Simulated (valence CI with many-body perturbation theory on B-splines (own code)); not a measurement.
Results of a calculation; reference values are marked as such.
**Ir LXIV: what each term of the Hamiltonian does**

Method: relativistic CI+MBPT: four valence electrons over a frozen Dirac-Fock core [Ne], radial functions for each j: 11 s, 11 p, 9 d, 7 f, 5 g, 2 h, 1 i, with the one-electron correlation potential Σ1 (screened to all orders), the two-electron term Σ2, the three-electron term Σ3, Breit, model QED; selected single and double excitations, second order for the rest (own B-spline code, finite nucleus).

The last digits are not significant, and no measured levels were compared; by estimate large intervals hold to a few tenths of a per cent, small ones and those within an open d or f shell to about a per cent.

Each rung adds one term. CI alone is the Dirac-Coulomb CI over the frozen core; QED comes last and gives the full result, which names the levels. Energies are above (3s^2 3p1/2^2) J=0 on the same rung, in eV.

Levels are named by their leading jj configuration (3d3/2^4 stands for four electrons in 3d with j = 3/2), which in mixed levels can hold well under half, so a name can repeat and another be missing. Letters in brackets count levels of one name in rising energy.

```
                         Level  CI alone     Σ1     Σ2     Σ3   Breit    QED    Full
        (3s^2 3p1/2 3p3/2) J=1     427.2  +0.21  +0.16  +0.02   -5.27  +0.45   422.7
        (3s^2 3p1/2 3p3/2) J=2     437.5  +0.21  +0.12   0.00   -5.84  +0.45   432.5
        (3s 3p1/2^2 3p3/2) J=2     608.7  -0.07  +0.09  +0.07   -1.17  -4.71   602.9
        (3s 3p1/2^2 3p3/2) J=1     637.4  -0.07  -0.16  +0.04   -1.68  -4.02   631.5
        (3s^2 3p1/2 3d3/2) J=2     661.9  -0.05  -0.10  -0.05   -6.78  -0.64   654.3
        (3s^2 3p1/2 3d3/2) J=1     708.8  -0.05  -0.78  -0.16   -5.23  -1.43   701.1
        (3s^2 3p1/2 3d5/2) J=2     782.2  +0.12  -0.40  -0.11   -8.62  -0.45   772.8
        (3s^2 3p1/2 3d5/2) J=3     784.4  +0.13  -0.28  -0.12   -9.63  -0.36   774.1
        (3s 3p1/2^2 3d3/2) J=1     846.8  -0.34  -0.24  -0.03   -1.41  -5.86   838.9
        (3s 3p1/2^2 3d3/2) J=2     855.0  -0.33  -0.27  -0.05   -1.94  -5.78   846.6
            (3s^2 3p3/2^2) J=2     872.0  +0.41  +0.28   0.00  -10.58  +0.77   862.9
            (3s^2 3p3/2^2) J=0     892.7  +0.42  +0.23  -0.03  -10.04  +0.85   884.1
        (3s 3p1/2^2 3d5/2) J=3     963.2  -0.16  -0.45  -0.07   -4.64  -5.61   952.2
        (3s 3p1/2^2 3d5/2) J=2     977.6  -0.16  -0.48  -0.13   -4.25  -5.64   966.9
    (3s 3p1/2 3p3/2^2) J=2 [a]    1025.7  +0.13  +0.33  +0.07   -6.17  -4.20  1015.9
        (3s 3p1/2 3p3/2^2) J=3    1046.6  +0.14  +0.23  +0.06   -7.31  -4.14  1035.6
        (3s 3p1/2 3p3/2^2) J=0    1056.9  +0.14  +0.27  +0.05   -6.17  -3.77  1047.4
    (3s 3p1/2 3p3/2^2) J=2 [b]    1073.7  +0.14  -0.02  +0.04   -7.94  -3.15  1062.7
    (3s 3p1/2 3p3/2^2) J=1 [a]    1073.7  +0.14  +0.01  +0.03   -6.94  -3.64  1063.3
    (3s 3p1/2 3p3/2^2) J=1 [b]    1085.9  +0.14  -0.31  +0.02   -6.04  -4.31  1075.4
        (3s^2 3p3/2 3d3/2) J=3    1128.8  +0.16  -0.30  -0.12  -12.11  -0.33  1116.1
        (3s^2 3p3/2 3d3/2) J=2    1133.8  +0.15  -0.64  -0.11  -10.17  -1.53  1121.5
        (3s^2 3p3/2 3d3/2) J=1    1133.9  +0.16  -0.50  -0.11  -10.54  -0.96  1121.9
        (3s^2 3p3/2 3d3/2) J=0    1134.4  +0.16  -0.43  -0.12  -10.20  -0.81  1123.0
        (3s^2 3p3/2 3d5/2) J=4    1202.8  +0.34  +0.09  -0.05  -14.65  +0.06  1188.6
        (3s^2 3p3/2 3d5/2) J=2    1213.1  +0.34  -0.12  -0.07  -14.04  -0.03  1199.2
        (3s^2 3p3/2 3d5/2) J=3    1237.1  +0.33  -0.45  -0.17  -14.25  -0.05  1222.5
(3s 3p1/2 3p3/2 3d3/2) J=2 [a]    1243.1  -0.13  +0.12  +0.07   -5.55  -6.36  1231.2
        (3s^2 3p3/2 3d5/2) J=1    1247.1  +0.33  -0.30  -0.22  -13.40  -0.04  1233.5
(3s 3p1/2 3p3/2 3d3/2) J=0 [a]    1249.7  -0.13  +0.22  +0.03   -5.92  -5.59  1238.3
(3s 3p1/2 3p3/2 3d3/2) J=1 [a]    1253.2  -0.13  +0.14  +0.01   -6.70  -5.41  1241.1
```

The middle columns are the shifts that each term adds.

(1) How does the ionisation energy move along the ladder, and which term matters most?

Results:

(1) CI alone 7286.4, + Σ1 7287.6, + Σ2 7287.7, + Σ3 7287.5, + Breit 7275.7, + QED 7275.4 eV. The largest step is Breit, -11.7 eV. NIST lists 7274 ± 19 eV (theoretical).
